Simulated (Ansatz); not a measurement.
Molecule: C2H6BO2, charge 0, multiplicity 2. It need not be the lowest isomer of its formula. 
Structure (B3LYP-D3(BJ)/def2-TZVP (Ansatz, a quantum-chemistry and plane-wave program) minimum search):
SMILES: [CH2]CB(O)O
```xyz
11

C      1.8055    -0.4725     0.6136
C      0.9614    -0.3719    -0.6067
B     -0.4814     0.1392    -0.1726
O     -0.7568     1.4725    -0.2485
O     -1.4593    -0.6894     0.3188
H      2.2667     0.4104     1.0333
H      1.8362    -1.3813     1.1990
H      0.8858    -1.3422    -1.1082
H      1.3852     0.3442    -1.3156
H     -1.6348     1.6889     0.0869
H     -1.2051    -1.6149     0.3639
```
Charge 0, spin multiplicity 2.

Property: atomisation energy (electronic, to ground-state atoms), in kcal/mol. Correlated levels leave the core frozen unless marked. UHF or UKS for open shells. No spin-orbit coupling. Non-relativistic. The coupled-cluster limit lacks core correlation, which all-electron functionals hold. Basis-set limits of correlation are two-point, X^-3; Hartree-Fock from the larger set.

```
level                                program  atomisation energy (kcal/mol)
----------------------------  --------------  -----------------------------
HF/cc-pVQZ                            Ansatz                          802.8
r2SCAN-D4/def2-TZVPD          Ansatz + dftd4                         1083.9
PBE0/STO-3G                           Ansatz                         1218.5
HSE06/def2-TZVPD                      Ansatz                         1077.8
CAM-B3LYP-D3(BJ)/def2-TZVPD   Ansatz + dftd3                         1082.3
B2GP-PLYP/def2-TZVPD                  Ansatz                         1061.8
CCSD(T)/CBS(cc-pVTZ,cc-pVQZ)          Ansatz                         1074.7
```
